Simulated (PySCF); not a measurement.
PySCF input:

```python
from pyscf import gto, scf, mp, cc as ccmod

mol = gto.M(
    atom='''
    S    -0.00000000   -0.00000000   -0.57933392
    F     0.00000000    0.00000000    1.02992697
    ''',
    basis='cc-pvdz',
    charge=0,
    spin=1,
    symmetry='C2v',
    verbose=4,
)

mf = scf.UHF(mol)
mf.conv_tol = 1e-10
mf.max_cycle = 100
mf.kernel()
mp2 = mp.MP2(mf, frozen=6).run()
cc = ccmod.CCSD(mf, frozen=6)
cc.max_cycle = 100
cc.kernel()
et = cc.ccsd_t()
print(f'E(CCSD(T)) = {cc.e_tot + et:.9f}')
```

Problem. What final total energy does it print?

Solution. -497.22511 Eh (CCSD(T)/cc-pVDZ).
